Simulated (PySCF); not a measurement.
H$_{4}$BNO$_{2}$ (SMILES NB(O)O), singlet, at a GFN2-xTB geometry, with bond 5-4 at 2.4 times its length; CASSCF(4,6)/6-31G* in PySCF.

PySCF was given this input:
```python
from pyscf import gto, scf, mcscf
import numpy

mol = gto.Mole()
mol.atom = '''
    B    -0.004511    0.000877   -0.002660
    O    -0.891115   -1.038905   -0.128237
    H    -1.690548   -0.841527   -0.613355
    O    -0.212842    1.253533   -0.522692
    H    -2.187823    1.536815   -1.654211
    N     1.185243   -0.230432    0.698857
    H     1.878402    0.480108    0.830581
    H     1.405404   -1.118537    1.105657
'''
mol.basis = '6-31g*'
mol.charge = 0
mol.spin = 0
mol.verbose = 4
mol.build()

mf = scf.RHF(mol)
mf.kernel()
mc = mcscf.CASSCF(mf, 6, 4)
mc.fix_spin_(ss=0.0)
mc.conv_tol = 1e-5
mc.kernel()
occ = numpy.linalg.eigvalsh(mc.fcisolver.make_rdm1(mc.ci, mc.ncas, mc.nelecas))[::-1]
ss = mc.fcisolver.spin_square(mc.ci, mc.ncas, mc.nelecas)[0]
print('natural occupations', occ.round(4), ' <S^2>', round(ss, 4))
```

Q: Predict the main parts of the log of this PySCF run.

A: 
```
PySCF version 2.14.0

[INPUT] verbose = 4
[INPUT] num. atoms = 8
[INPUT] num. electrons = 32
[INPUT] charge = 0
[INPUT] spin (= nelec alpha-beta = 2S) = 0
[INPUT] symmetry False subgroup None
[INPUT] Mole.unit = angstrom
[INPUT] Symbol           X                Y                Z      unit          X                Y                Z       unit  Magmom
[...]
nuclear repulsion = 113.084108795824
number of shells = 32
number of NR pGTOs = 124
number of NR cGTOs = 64
basis = 6-31g*
ecp = {}

******** <class 'pyscf.scf.hf.RHF'> ********
method = RHF
initial guess = minao
damping factor = 0
level_shift factor = 0
DIIS = <class 'pyscf.scf.diis.CDIIS'>
diis_start_cycle = 1
diis_space = 8
diis_damp = 0
SCF conv_tol = 1e-09
SCF conv_tol_grad = None
SCF max_cycles = 50
direct_scf = True
direct_scf_tol = 1e-13
Set gradient conv threshold to 3.16228e-05
Initial guess from minao.
init E= -231.377045462301
[...]
cycle= 1 E= -230.79382800903  delta_E= 0.583  |g|= 0.869  |ddm|= 2.48
[...]
cycle= 2 E= -230.630568835583  delta_E= 0.163  |g|=  1.3  |ddm|=  1.7
[...]
cycle= 3 E= -231.045868363006  delta_E= -0.415  |g|= 0.134  |ddm|= 1.03
[...]
cycle= 4 E= -231.052769398196  delta_E= -0.0069  |g|= 0.123  |ddm|= 0.205
[...]
cycle= 5 E= -231.055826074359  delta_E= -0.00306  |g|= 0.0562  |ddm|= 0.0759
[...]
cycle= 6 E= -231.056627994212  delta_E= -0.000802  |g|= 0.0182  |ddm|= 0.0496
[...]
cycle= 7 E= -231.056721556376  delta_E= -9.36e-05  |g|= 0.00389  |ddm|= 0.0185
[...]
cycle= 8 E= -231.056727104433  delta_E= -5.55e-06  |g|= 0.00064  |ddm|= 0.0058
[...]
cycle= 9 E= -231.056727327072  delta_E= -2.23e-07  |g|= 0.000225  |ddm|= 0.00106
[...]
cycle= 10 E= -231.056727376626  delta_E= -4.96e-08  |g|= 0.000146  |ddm|= 0.000433
[...]
cycle= 11 E= -231.056727402707  delta_E= -2.61e-08  |g|= 6.6e-05  |ddm|= 0.000329
[...]
cycle= 12 E= -231.056727413545  delta_E= -1.08e-08  |g|= 3.01e-05  |ddm|= 0.000292
[...]
cycle= 13 E= -231.056727414796  delta_E= -1.25e-09  |g|= 4.96e-06  |ddm|= 0.000119
[...]
cycle= 14 E= -231.056727414816  delta_E= -1.96e-11  |g|= 2.13e-06  |ddm|= 1.34e-05
[...]
Extra cycle  E= -231.056727414817  delta_E= -7.96e-13  |g|= 1.32e-06  |ddm|= 2.54e-06
converged SCF energy = -231.056727414817

******** <class 'pyscf.mcscf.mc1step.CASSCF'> ********
CAS (2e+2e, 6o), ncore = 14, nvir = 44
max_cycle_macro = 50
max_cycle_micro = 4
conv_tol = 1e-05
conv_tol_grad = None
orbital rotation max_stepsize = 0.02
orbital rotation threshold for CI restart = 0.01
[...]
CASCI E = -231.175349144248  S^2 = 0.0000000
[...]
               |grad[o]|=0.00135  |grad[c]|=0.00416  |ddm|=9.26e-05  |maxRot[o]|=0.0794
macro iter   6 (  6 JK    1 micro), CASSCF E = -231.218030104008  dE = -6.69133848e-05  S^2 = 0.0000000
               |grad[o]|=0.0011  |grad[c]|=0.0054  |ddm|=0.00026  |maxRot[o]|=0.0763
macro iter   7 (  6 JK    1 micro), CASSCF E = -231.218134412996  dE = -1.04308987e-04  S^2 = 0.0000000
               |grad[o]|=0.00101  |grad[c]|=0.00597  |ddm|=0.000353  |maxRot[o]|=0.0793
macro iter   8 (  6 JK    1 micro), CASSCF E = -231.218260640417  dE = -1.26227421e-04  S^2 = 0.0000000
               |grad[o]|=0.000894  |grad[c]|=0.00564  |ddm|=0.000361  |maxRot[o]|=0.0791
macro iter   9 (  6 JK    1 micro), CASSCF E = -231.218390757454  dE = -1.30117037e-04  S^2 = 0.0000000
               |grad[o]|=0.000847  |grad[c]|=0.00499  |ddm|=0.000234  |maxRot[o]|=0.0795
macro iter  10 (  6 JK    1 micro), CASSCF E = -231.218510863656  dE = -1.20106201e-04  S^2 = 0.0000000
               |grad[o]|=0.000756  |grad[c]|=0.00436  |ddm|=0.000323  |maxRot[o]|=0.0795
macro iter  11 (  6 JK    1 micro), CASSCF E = -231.218604325800  dE = -9.34621440e-05  S^2 = 0.0000000
               |grad[o]|=0.0006  |grad[c]|=0.00386  |ddm|=0.000354  |maxRot[o]|=0.0795
macro iter  12 (  5 JK    1 micro), CASSCF E = -231.218643782298  dE = -3.94564985e-05  S^2 = 0.0000000
               |grad[o]|=0.000393  |grad[c]|=0.00285  |ddm|=0.000316  |maxRot[o]|=0.0597
macro iter  13 (  4 JK    1 micro), CASSCF E = -231.218647915292  dE = -4.13299432e-06  S^2 = 0.0000000
               |grad[o]|=0.000291  |grad[c]|=0.00113  |ddm|=0.000214  |maxRot[o]|=0.0173
macro iter  14 (  5 JK    1 micro), CASSCF E = -231.218647491508  dE =  4.23784485e-07  S^2 = 0.0000000
               |grad[o]|=0.00067  |grad[c]|=0.000365  |ddm|=0.000381  |maxRot[o]|=0.0145
macro iter  15 (  1 JK    1 micro), CASSCF E = -231.218647492051  dE = -5.43423084e-10  S^2 = 0.0000000
               |grad[o]|=0.000279  |grad[c]|=3.04e-05  |ddm|=4.92e-05  |maxRot[o]|=    0
1-step CASSCF converged in  15 macro (133 JK  26 micro) steps
CASSCF canonicalization
Density matrix diagonal elements [1.98103295 1.35001967 0.64654589 0.00404961 0.00437906 0.01397282]
CASSCF energy = -231.218647492051
CASCI E = -231.218647492051  E(CI) = -3.53935302424779  S^2 = 0.0000000
natural occupations [1.9812e+00 1.3541e+00 6.4580e-01 1.3800e-02 4.3000e-03 7.0000e-04]  <S^2> 0.0
```
